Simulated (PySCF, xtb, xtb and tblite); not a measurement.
Torsional profile of SMILES COC(=O)c1ccc(C)cc1 (C₉H₁₀O₂). Scanned: dihedral C1–O2–C3–O4; all other coordinates were relaxed at GFN2-xTB. Points at φ and −φ are mirror images. Heavy atoms are numbered in the order of the SMILES COC(=O)c1ccc(C)cc1, hydrogens after them in the order of the atoms that carry them; the mirror image has the same energies with the sign of each dihedral reversed. Each profile is relative to its own lowest point.

```
φ / °     A     B     C
-----  ----  ----  ----
-165   10.7   8.9  12.0
-150   11.1   9.8  11.9
-135   11.9  11.0  11.0
-120   12.7  12.3   9.6
-105   13.2  13.2   8.6
-90    12.9  13.2   7.9
-75    11.2  11.8   7.3
-60     8.5   9.1   6.2
-45     5.4   5.8   4.5
-30     2.7   2.8   2.7
-15     0.8   0.8   0.9
0       0.0   0.0   0.0
15      0.8   0.8   0.9
30      2.7   2.8   2.7
45      5.4   5.8   4.5
60      8.5   9.1   6.2
75     11.2  11.8   7.3
90     12.9  13.2   7.9
105    13.2  13.2   8.6
120    12.7  12.3   9.6
135    11.9  11.0  11.0
150    11.1   9.8  11.9
165    10.7   8.9  12.0
180    10.8   8.8  11.8
```

Energies in kcal/mol.

Question: Which curve belongs to which method? The methods are xtb with GFN1-xTB // GFN2-xTB; GFN2-xTB in xtb and tblite; restricted Hartree-Fock/STO-3G // GFN2-xTB in PySCF.

Answer: A is GFN1-xTB; B is GFN2-xTB; C is RHF/STO-3G.
